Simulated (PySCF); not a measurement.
Computed IR spectrum (relative IR intensity) of a molecule C2H5O, multiplicity 2. Geometry: PBE0-D3(BJ)/def2-TZVP. The values are those of a single conformer. These are PBE0-D3(BJ)/def2-TZVP (PySCF 2.14.0) values and carry that method's errors. Harmonic, unscaled wavenumbers; measured fundamentals usually lie a few per cent lower.

ν (cm⁻¹): 185 (vw), 363 (vs), 411 (w), 564 (w), 941 (w), 1016 (vw), 1066 (m), 1231 (m), 1282 (vs), 1450 (w), 1463 (m), 1483 (vw), 2978 (m), 3070 (w), 3131 (vw), 3153 (m), 3878 (m) (against the strongest line: vs over 80 %, s over 45 %, m over 15 %, w over 4 %, vw less)

Q: Which molecule gave these data?
A) [CH2]OC
B) C[CH]O
C) CC[O]
D) [CH2]CO

A: B, C[CH]O
